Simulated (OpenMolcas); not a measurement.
**Se4+: effect of the IPEA shift**

| Property | Result |
| --- | --- |
| Program | OpenMolcas 26.06 |
| Basis | ANO-RCC-VTZP [6s5p3d1f] |
| Scalar Hamiltonian | DKH2, point nucleus |
| Active space | 2 electrons in 8 orbitals (4s 4p 5s 5p) |
| State averaging | 2S+1 = 3 even, 3 roots; 2S+1 = 1 even, 7 roots; 2S+1 = 3 odd, 3 roots; 2S+1 = 1 odd, 3 roots |
| Spin-orbit coupling | RASSI with atomic mean-field integrals over the reference wave functions, term energies averaged over their components |

Methods on the same reference wave functions:
A. CASSCF
B. MS-CASPT2, IPEA 0 Eh, imaginary shift 0.1 Eh (closed shells correlated: 3d)
C. MS-CASPT2, IPEA 0.25 Eh, imaginary shift 0.1 Eh (closed shells correlated: 3d)

Energies in cm-1 above 4s2 1S0, the measured ground level; measured values from the list in Rauch et al., Astron. Astrophys. 606, A105 (2017).

| Level | A | B | C | Measured |
| --- | --- | --- | --- | --- |
| 4s2 1S0 | 0.0 | 0.0 | 0.0 | 0.0 |
| 4s 4p 3P* 0 | 87557 | 87200 | 87240 | 89749 |
| 4s 4p 3P* 1 | 89017 | 88650 | 88690 | 91350 |
| 4s 4p 3P* 2 | 92173 | 91820 | 91860 | 94960 |
| 4s 4p 1P* 1 | 141919 | 133890 | 134100 | 131733 |
| 4p2 3P0 | 210898 | 210280 | 210350 | 211794 |
| 4p2 3P1 | 212752 | 212200 | 212280 | 214091 |
| 4p2 3P2 [53 %] | 215403 | 213210 | 213570 |  |

Deviations, from unrounded energies. A percentage is the sum of absolute deviations over the sum of measured energies, with the sign that they share, or ± where signs differ.

| Against measurement | Levels | A | B | C |
| --- | --- | --- | --- | --- |
| mean absolute deviation (cm-1) | 6 | 3300 | 2300 | 2300 |
| other configurations (%) | 6 | ±2.4 | ±1.7 | ±1.7 |

B, C lie about equally close to measurement and A furthest from it. The largest miss of C in the table is 4s 4p 3P* 2, by -3100 cm-1. The ranking rests on the paired levels alone, and a cruder setting can come out closer through cancelling errors.

Between B and C the level of the table that moves most is 4p2 3P2 [53 %], by 360 cm-1 (lowest in B, highest in C). Moves below CASPT2's spread within the term are not significant.

The lowest spin-free term lies below A's lowest term by 0.039 hartree in B, 0.039 hartree in C.

Over all roots computed the reference weight is 0.91 to 0.99 in B, 0.92 to 0.99 in C; the roots of lowest weight are the least certain, and an intruder state may touch them. Active for correlation alone: 5p 5s; no level in the range computed is led by a configuration that fills them, so any true level of that kind is missing. The ¹D term of p² mixes with s d, which this space lacks. Computed and measured levels are paired by configuration, term and J; levels that our copy of the source lacks, or whose pairing is in doubt (as where it misses far off the trend of its configuration), stay unpaired and out of the deviations. Levels of configurations outside the active space are missing. The table leaves out levels that lie high or whose names do not pair safely across all columns.

A share in square brackets marks a mixed level and gives the weight of the term that names it, the lowest over the columns. * marks odd parity.
